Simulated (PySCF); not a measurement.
C2H9FOSi2, SMILES C[Si](C)(F)O[SiH3].

Geometry optimised at ωB97X-D3(BJ)/def2-SVP. Other conformers were not sampled.

All values below come from PBE/def2-TZVP in PySCF.

```
Quantity                                                                                                       Result
---------------------------------------------------------------------------------------------  ----------------------
total energy                                                                                       -835.39422 hartree
highest occupied level                                                                                       -7.08 eV
lowest empty level                                                                                           -0.67 eV
orbital gap                                                                                                   6.41 eV
dipole moment                                                                                                  1.64 D
quadrupole, principal values (traceless, Buckingham form, about the centre of nuclear charge)   -5.82, 1.12, 4.71 D·Å
mean static polarisability                                                                      78.1 bohr³ (11.58 Å³)
polarisability, principal values                                                               69.3, 78.5, 86.5 bohr³
```
